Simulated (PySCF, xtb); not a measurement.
C3H2F3, SMILES [CH]=CC(F)(F)F, multiplicity 2.

Harmonic wavenumbers (cm⁻¹) from GFN2-xTB (xtb) at its own minimum, in rising order: 43, 225, 307, 394, 466, 497, 526, 649, 721, 737, 821, 1043, 1048, 1152, 1176, 1738, 2845, 3243.

Problem. What does PBE0-D3(BJ)/def2-SVP in PySCF give at its own minimum? (An estimate is asked for; the answer gives what the named calculation found.)

Solution. 93, 251, 339, 439, 538, 561, 626, 721, 785, 876, 904, 1172, 1230, 1300, 1339, 1736, 3124, 3300. Paired by order, the mean absolute difference is 95 cm⁻¹ and the zero-point energies are 25.2 and 27.6 kcal/mol.
